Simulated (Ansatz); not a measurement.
Consider the cleavage of the In–B bond: `[InH2][B]1CN1` + CH₃NH₂ → `C[NH][InH2]` + `B1CN1`.

Program: Ansatz. Geometries: PBE0-D4/def2-TZVP. ΔE: electronic, gas phase. CBS: MP2 limit from def2 TZ/QZ plus the TZ coupled-cluster correction, frozen cores. This one scheme is used for every species. DFT in def2-TZVPP. def2 core potentials past Kr. For In outer-core shells are correlated without core-valence functions, which leaves a few kJ/mol of doubt a bond.

`[InH2][B]1CN1`:

```xyz
9

In   -1.581   -1.458   -0.112
B     0.043    0.032    0.109
C     1.097    1.060   -0.482
N     0.869    0.730    0.911
H    -1.255   -3.142   -0.331
H    -3.248   -0.999   -0.141
H     2.028    0.712   -0.929
H     0.788    2.050   -0.815
H     1.260    1.016    1.789
```

CH₃NH₂:

Z-matrix (Å, degrees):
```
C
N 1 1.453
H 1 1.092 2 109.4
H 1 1.100 2 115.4 3 -121.6
H 1 1.092 2 109.4 3 116.8
H 2 1.012 1 110.6 3 62.6
H 2 1.012 1 110.6 3 -179.3
```

`C[NH][InH2]`:

```xyz
9

C     0.919   -0.824   -0.514
N    -0.142   -0.437    0.383
In   -1.121    1.318    0.459
H     1.151   -0.002   -1.198
H     0.653   -1.690   -1.135
H     1.850   -1.073    0.014
H    -0.387   -1.168    1.032
H    -2.332    1.421    1.665
H    -0.590    2.456   -0.706
```

`B1CN1`:

```xyz
7

B     0.900    0.317   -0.029
C    -0.645    0.355    0.192
N     0.167   -0.784   -0.253
H     1.994    0.768   -0.045
H    -1.080    0.285    1.188
H    -1.315    0.794   -0.547
H    -0.021   -1.735   -0.506
```

```
             level  ΔE (kJ/mol)  difference from CCSD(T)/CBS
        r2SCANh-D4        -10.0                          4.5
          BHLYP-D4        -11.1                          3.4
      CAM-B3LYP-D4        -15.6                         -1.1
           ωB97M-V         -9.9                          4.6
            B2PLYP        -15.0                         -0.5
          PBE-QIDH         -6.1                          8.4
              PBE0         -3.3                         11.2
           r2SCANh         -9.8                          4.7
           r2SCAN0         -6.9                          7.6
             BHLYP        -10.6                          3.9
      MP2/def2-SVP        -17.7                         -3.2
     HF/def2-TZVPP         -7.8                          6.7
   CCSD/def2-TZVPP         -7.7                          6.8
CCSD(T)/def2-TZVPP         -9.5                          5.0
      HF/CBS(def2)         -9.1                          5.4
    CCSD/CBS(def2)        -12.7                          1.8
       CCSD(T)/CBS        -14.5                            0
```

Largest T1 diagnostic among the species: 0.016.

Leaving LDA and LC-ωPBE aside and taking each functional with its dispersion term where it has one, the values, not all of them listed here, spread over 15.5 kJ/mol, from BLYP-D4 to HSE06-D4. LDA lies −5.1 kJ/mol from PBE without D4. From BLYP to BHLYP (50 % exact exchange), in def2-TZVPP and without D4, ΔE moves by +6.6 kJ/mol.
